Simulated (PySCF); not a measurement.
C4H8OS, SMILES O=C(C)SCC.

The structure is a stationary point at B3LYP-D3(BJ)/def2-SVP. The geometry has at least one imaginary mode, so it is a saddle point at that level. Other conformers were not sampled.

Method: B3LYP-D3(BJ)/def2-SVP in PySCF 2.14.0.

Frequencies are harmonic and unscaled.

Computed harmonic wavenumbers and intensities:
| mode | ν (cm⁻¹) | IR (km/mol) | moving atoms (share of kinetic energy) |
|---|---|---|---|
| 1 | 56i | 1.4 | H 92 % |
| 2 | 5i | 0.0 | C 44 %, H 37 %, S 17 % |
| 3 | 118 | 3.8 | H 36 %, C 34 %, O 17 %, S 13 % |
| 4 | 150 | 4.1 | C 38 %, S 21 %, H 20 %, O 20 % |
| 5 | 254 | 0.1 | H 89 % |
| 6 | 314 | 2.4 | C 61 %, H 22 %, O 14 % |
| 7 | 350 | 1.3 | C 44 %, H 26 %, S 18 %, O 12 % |
| 8 | 504 | 0.4 | S 39 %, O 37 %, C 19 % |
| 9 | 528 | 1.5 | C 58 %, H 28 %, O 11 % |
| 10 | 635 | 63.3 | C 46 %, H 22 %, S 16 %, O 16 % |
| 11 | 689 | 6.6 | C 49 %, S 32 %, H 17 % |
| 12 | 774 | 3.6 | H 89 %, C 11 % |
| 13 | 948 | 41.2 | C 44 %, H 43 %, O 13 % |
| 14 | 997 | 8.4 | H 55 %, C 43 % |
| 15 | 1014 | 2.0 | H 59 %, C 40 % |
| 16 | 1044 | 0.1 | H 80 %, C 18 % |
| 17 | 1079 | 1.6 | C 56 %, H 42 % |
| 18 | 1143 | 178.5 | C 64 %, H 33 % |
| 19 | 1245 | 0.1 | H 81 %, C 19 % |
| 20 | 1287 | 17.7 | H 73 %, C 27 % |
| 21 | 1363 | 29.0 | H 75 %, C 25 % |
| 22 | 1400 | 2.5 | H 79 %, C 21 % |
| 23 | 1437 | 12.2 | H 96 % |
| 24 | 1444 | 12.7 | H 96 % |
| 25 | 1454 | 5.1 | H 91 %, C 9 % |
| 26 | 1466 | 7.7 | H 97 % |
| 27 | 1477 | 2.9 | H 96 % |
| 28 | 1810 | 231.1 | C 61 %, O 37 % |
| 29 | 3034 | 22.3 | H 97 % |
| 30 | 3043 | 0.7 | H 97 % |
| 31 | 3075 | 5.9 | H 95 % |
| 32 | 3114 | 6.2 | H 90 %, C 10 % |
| 33 | 3118 | 15.9 | H 91 %, C 9 % |
| 34 | 3126 | 2.3 | H 91 %, C 9 % |
| 35 | 3138 | 13.9 | H 90 %, C 10 % |
| 36 | 3163 | 4.3 | H 90 %, C 10 % |
